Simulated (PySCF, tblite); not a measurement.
Isomers of C5H5O3P, one GFN2-xTB conformer each. Single-point energies are computed at PBE0/pcSseg-1 (PySCF, gas phase, no added dispersion term), electronic only.

Question: Rank them by PBE0/pcSseg-1 energy, lowest first (kcal/mol).
A. `[CH3:1][O:2][C:3](=[O:4])[c:5]1[cH:6][p:7][cH:8][o:9]1` with C1–O2–C3–O4 0°, O2–C3–C5–C6 180°
B. `[CH3:1][O:2][c:3]1[cH:4][o:5][c:6]([CH:7]=[O:8])[p:9]1` with C1–O2–C3–C4 180°, O5–C6–C7–O8 180°
C. `[CH3:1][O:2][C:3](=[O:4])[c:5]1[o:6][cH:7][cH:8][p:9]1` with C1–O2–C3–O4 -1°, O2–C3–C5–O6 179°
D. `[CH3:1][O:2][C:3](=[O:4])[c:5]1[cH:6][o:7][cH:8][p:9]1` with C1–O2–C3–O4 0°, O2–C3–C5–C6 180°

Answer: D (0.0), A (0.9), C (1.4), B (25.9).

As drawn, the lowest has a C(=O)–O unit, which the highest lacks. Neighbours under 2.5 kcal/mol apart (COC(=O)c1cocp1 and COC(=O)c1cpco1; COC(=O)c1cpco1 and COC(=O)c1occp1) can change places with a better method, another conformer or zero-point energy. GFN2-xTB itself gives, in the same order: 0.0, 3.6, 0.7, 18.4. Both levels put the same isomer lowest; measured from each level's own lowest isomer, the values differ by up to 7.5 kcal/mol (COc1coc(C=O)p1: 18.4 against 25.9).

Question: Which frontier levels, dipoles and rotational constants go with these structures?

Answer: 
```tsv
SMILES	HOMO (eV, PBE0/pcSseg-1)	LUMO (eV)	dipole (D)	A, B, C (MHz)
COC(=O)c1cocp1	-7.26	-1.27	0.99	3271, 973.5, 753.8
COC(=O)c1cpco1	-7.30	-1.62	2.00	4246, 811.7, 684.3
COC(=O)c1occp1	-7.31	-2.07	1.90	3247, 1010, 773.9
COc1coc(C=O)p1	-7.05	-2.51	3.73	3422, 926.9, 732.7
```

Question: What happens when harmonic zero-point energies from GFN2-xTB frequencies are added?

Answer: 
```csv
SMILES,ZPE (kcal/mol),electronic (kcal/mol),with ZPE (kcal/mol)
COC(=O)c1cocp1,58.7,0.0,0.0
COC(=O)c1cpco1,58.6,0.9,0.8
COC(=O)c1occp1,58.7,1.4,1.3
COc1coc(C=O)p1,58.1,25.9,25.2
```

The zero-point energies span 0.6 kcal/mol. The order is unchanged.

Question: As an exercise, what shares would exp(−E/RT) give at 1000 K from these electronic energies alone (no entropy, no degeneracies)?

Answer: RT = 1.987 kcal/mol: COC(=O)c1cocp1 46.5 %, COC(=O)c1cpco1 30.1 %, COC(=O)c1occp1 23.4 %, COc1coc(C=O)p1 under 0.1 %.
